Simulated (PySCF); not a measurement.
# How methods differ on the ionisation energy of Ge

Ge [Ar] 3d10 4s2 4p2 (3P) → Ge⁺ [Ar] 3d10 4s2 4p1 (2P), as a difference of total energies. All numbers are calculated (PySCF 2.14, scalar relativity by spin-free X2C-1e, in jorge-DZP-DKH (8s6p2d1f, 43 functions)). Correlated levels: valence: [Ar] 3d10 frozen. The calculations carry no spin-orbit coupling.

| method | ionisation energy (eV) |
| --- | --- |
| UHF | 7.336 |
| BP86 | 7.872 |
| PBE0 | 7.811 |
| MP2 (valence) | 7.309 |
| CCSD(T) (valence) | 7.246 |

Task: Estimate what SCS-MP2 (valence) gives.

Result: 7.264 eV, closest to CCSD(T) (valence) among the rows shown.

Task: Estimate what CCSD (valence) gives.

Result: 7.244 eV, closest to CCSD(T) (valence) among the rows shown.

Errors of the correlated levels include the incompleteness of this basis and the frozen core.

For comparison: 7.925 eV (measured; NIST levels, between the centres of gravity of the two terms).
